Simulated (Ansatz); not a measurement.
`N[C@@H](F)[Si@@H](F)Cl` → `[CH]F` + `N[SiH](F)Cl` at 700 K and 1 bar (formal loss of a carbene).

Calculated with Ansatz (gas phase, PBE0-D4/def2-TZVP geometries, no zero-point term in ΔE). CBS: MP2 limit from def2 TZ/QZ plus the TZ coupled-cluster correction, frozen cores. This one scheme is used for every species. One conformer a species, not always the lowest.

```json
{"species": "`N[C@@H](F)[Si@@H](F)Cl`", "CCSD(T)/CBS energy (Eh)": "-1043.72032", "H − E (kJ/mol)": "242.0", "S (J/(mol·K))": "484.0"}
{"species": "`[CH]F`", "CCSD(T)/CBS energy (Eh)": "-138.29972", "H − E (kJ/mol)": "58.3", "S (J/(mol·K))": "255.7"}
{"species": "`N[SiH](F)Cl`", "CCSD(T)/CBS energy (Eh)": "-905.31614", "H − E (kJ/mol)": "164.0", "S (J/(mol·K))": "405.3"}
```

H − E and S are ideal-gas, rigid-rotor, harmonic terms from PBE0-D4/def2-TZVP, for one conformer and one mirror image of each species. 1 Eh = 2625.50 kJ/mol, R = 8.31446 J/(mol·K).

Question: By hand: ΔE, ΔH, ΔS and ΔG.

Answer: ΔE = (-138.29972) + (-905.31614) − (-1043.72032) = 0.10446 Eh = 274.3 kJ/mol. Δ(H − E) = 58.3 + 164.0 − 242.0 = -19.7, so ΔH = 254.6 kJ/mol. ΔS = 255.7 + 405.3 − 484.0 = 177.0 J/(mol·K). ΔG = 254.6 − 700 × (177.0)/1000 = 130.7 kJ/mol.

Question: By hand: the equilibrium constant, and the temperature at which ΔG would vanish if ΔH and ΔS stayed fixed.

Answer: log₁₀ K = −ΔG/(RT ln 10) = -9.8. ΔG = 0 at ΔH/ΔS = 1438 K.

The number of gas molecules changes by +1, which sets the sign of ΔS. A doubt of 5 kJ/mol in ΔE shifts log₁₀ K by 0.4 here. Other conformers and mirror images would add mixing entropy, several J/(mol·K) or more a flexible species. Modes under 60 cm⁻¹, often nearly free rotors, make the harmonic entropy too high. These are equilibria of isolated gas molecules and say nothing of rates. Largest T1 diagnostic: 0.018 (customary marks: 0.02 for closed shells, 0.045 for open ones).
